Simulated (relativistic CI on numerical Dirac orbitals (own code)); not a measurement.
## Co4+: L2,3 absorption edge

Computed with this model: Dirac-Coulomb-Breit CI, orbitals from a KLI potential per configuration, model QED (radiative potential, 1s self-energy scaled to tabulated hydrogen-like ionisation energies), valence Slater integrals scaled by 0.9, multiplet model of core-to-valence dipole absorption; configurations [Ar] 3d5 → [He] 2s2 2p5 3s2 3p6 3d6; 80 K; Lorentzian 0.4 eV and Gaussian 0.3 eV FWHM. Energies are those of the free ion, without screening or charge transfer. The branching ratio is the share of the lower-energy edge in the whole absorption, uncertain by about 0.02 where the edges overlap. S is read from ⟨S²⟩ = S(S + 1).

Field parameters in Wybourne normalisation: Oh B⁴₀ = 21Dq, B⁴₄ = √(5/14) B⁴₀; Td as Oh with Dq negative (B⁴₀ = 21Dq, B⁴₄ = √(5/14) B⁴₀). The field is a parameter set, without covalency.

Case Oh, 10Dq = 38650 cm⁻¹, the dichroism is that of the ground state at zero temperature, magnetised by exchange field 10 meV on Sz. The dichroism I(Δm = −1) − I(Δm = +1), over the sum of the three polarisations, integrates to -0.0669 on the lower edge and -0.0205 on the upper edge. The branching ratio is 0.690.

Q: Use the orbital sum rule with 5 holes to get ⟨Lz⟩.

A: For a p → d edge ⟨Lz⟩ = 2 × n_h × (sum of both integrals) in this sign convention = -0.87; the ground state itself has ⟨Lz⟩ = -0.87 and ⟨Sz⟩ = -0.20. The rule assumes one radial integral for both edges, which relativistic orbitals only approach.
